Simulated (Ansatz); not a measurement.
Geometry optimisation, RKS PBE0/def2-SVP (Ansatz).

input.yaml

```yaml
crystal:
  periodic: [false, false, false]
  atoms:
    - { symbol: B, position_ang: [-0.85139, 1.71801, -0.05524] }
    - { symbol: C, position_ang: [-0.1702, 0.61497, -0.57954] }
    - { symbol: C, position_ang: [1.0568, -0.18239, -0.14584] }
    - { symbol: Si, position_ang: [1.47401, -0.35872, -1.96015] }
    - { symbol: H, position_ang: [-1.44225, 2.62815, 0.30746] }
    - { symbol: H, position_ang: [-0.51595, 0.34649, -1.5775] }
    - { symbol: H, position_ang: [0.7903, -1.09622, 0.38286] }
    - { symbol: H, position_ang: [1.73032, 0.40664, 0.47571] }
    - { symbol: H, position_ang: [2.17055, 0.72753, -2.63302] }
    - { symbol: H, position_ang: [0.92703, -1.4736, -2.71541] }
total_charge: 1
basis:
  gaussian: { orbitals: def2-SVP }
hamiltonian:
  xc: pbe0
relax:
  f_tol: 0.015
  max_steps: 40
output:
  orbitals: {}
```

Command:

```bash
$ ansatz run input.yaml --threads 1 --pin off --max-ram 2048MiB --backend cpu --events-out ev --progress --plain --runs-dir out
```

Where does it end, and by what steps?

It converged. Limits of this set-up: the dipole of an ion depends on the origin. After 16 steps the energy has fallen by 1.359 eV; H5 moved furthest, 1.54 Å. Joined: B1–Si4, C2–Si4.

| step | energy less start (eV) | largest force component (eV/Å) | accepted |
| --- | --- | --- | --- |
| 0 | 0.0000 | 1.884 | yes |
| 1 | -0.3814 | 1.362 | yes |
| 2 | -0.6292 | 1.289 | yes |
| 3 | -0.8274 | 1.205 | yes |
| 4 | -0.9788 | 0.827 | yes |
| 5 | -1.0836 | 0.263 | yes |
| 6 | -1.1518 | 0.184 | yes |
| 7 | -1.2124 | 0.289 | yes |
| 8 | -1.2639 | 0.401 | yes |
| 9 | -1.3074 | 0.638 | yes |
| 10 | -1.3350 | 0.752 | yes |
| 11 | -1.3496 | 0.199 | yes |
| 12 | -1.3543 | 0.193 | yes |
| 13 | -1.3541 | 0.415 | no |
| 14 | -1.3584 | 0.031 | yes |
| 15 | -1.3589 | 0.015 | yes |
| 16 | -1.3589 | 0.007 | yes |

```xyz
10
Properties=species:S:1:pos:R:3
B -0.438 1.610 -0.767
C -0.180 0.293 -0.287
C 1.103 -0.434 -0.028
Si 1.157 0.148 -1.801
H -0.797 2.695 -1.092
H -1.091 -0.322 -0.440
H 0.992 -1.501 0.189
H 1.823 0.070 0.629
H 1.886 1.430 -1.950
H 0.715 -0.659 -2.953
```

Whether the end is a true minimum wasn't checked by a vibrational analysis.

Run time: 66 s on 1 thread of Arm Neoverse V1, on a shared host, peak memory 0.17 GiB.
